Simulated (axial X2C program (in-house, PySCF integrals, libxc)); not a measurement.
Nuclear properties of TcTe

Computed with an in-house all-electron X2C program for linear molecules (integrals from PySCF): two-component X2C with atomic mean-field Coulomb and Gaunt terms, Gaussian nuclei, basis Te dyall-cv3z, Tc dyall-cv3z with contracted cores.

R = 2.465 Å (near the PBE0 minimum at charge 0 of the determinant lowest at the starting distance; the state shown can have its own minimum elsewhere).

Determinant lowest in the PBE0 search, Ω = 5/2 (⟨Sz⟩ = 2.50, ⟨Lz⟩ = 0.00 at PBE0), spin on the atoms Te 0.26, Tc 2.24:

| level | Eeff magnitude (GV/cm) | Ws magnitude Te (kHz) | Ws magnitude Tc (kHz) | A∥/gI Te (MHz) | qzz Te (a.u.) | A∥/gI Tc (MHz) | qzz Tc (a.u.) | μ (D) |
| --- | --- | --- | --- | --- | --- | --- | --- | --- |
| PBE0 | 2.25 | 0.232 | 0.0624 | -86.4 | 2.05 | 389 | -0.84 | 4.64 |
| HF | 2.11 | 0.041 | 0.578 | 2.51 | 5.01 | 410 | -0.59 | 4.89 |
| PBE | 2.08 | 0.258 | 0.0287 | -123 | 1.82 | 457 | -0.99 | 3.69 |
| BHandHLYP | 2.14 | 0.203 | 0.0521 | -35.8 | 2.29 | 320 | -0.75 | 5.34 |
| PBE50 | 2.36 | 0.195 | 0.0974 | -47.3 | 2.53 | 344 | -0.70 | 5.57 |

Eeff is the effective electric field on the electron electric dipole moment in this Ω state and Ws the scalar–pseudoscalar constant of the nucleus named (defined with the proton number Z and per Ω); A∥ (defined per Ω) follows by multiplying with gI = μI/(I μN); qzz is the electric field gradient, eQq0 = 234.96 MHz × Q/barn × qzz; μ is positive if the Tc end (last atom) is positive. The operators were transformed with the bare-nucleus X2C matrices; with these basis sets, hyperfine constants and field gradients can be off by tens of per cent, and where levels differ in sign neither size nor sign is settled.

Each state is one determinant with collinear spin, which with several unpaired electrons need not be a pure state. Unrestricted Hartree–Fock can overshoot spin polarisation at the nuclei. In the state Ω = 5/2 the sign of Eeff differs between levels (HF against PBE0). This is the top spin component of a Σ state; components of lower Ω are not single determinants and can lie lower. With several open shells hyperfine constants can be off by a factor of several. The search compared states at one distance, so a state with another bond length can lie lower. The sign of Ws at Te differs between levels in the first state. The sign of Ws at Tc differs between levels in the first state. Further determinants of the search, some of them spin-mixed, are not shown. Where a field gradient or hyperfine factor spreads by more than a factor of two over the levels, a constant derived from it is not to be relied on.
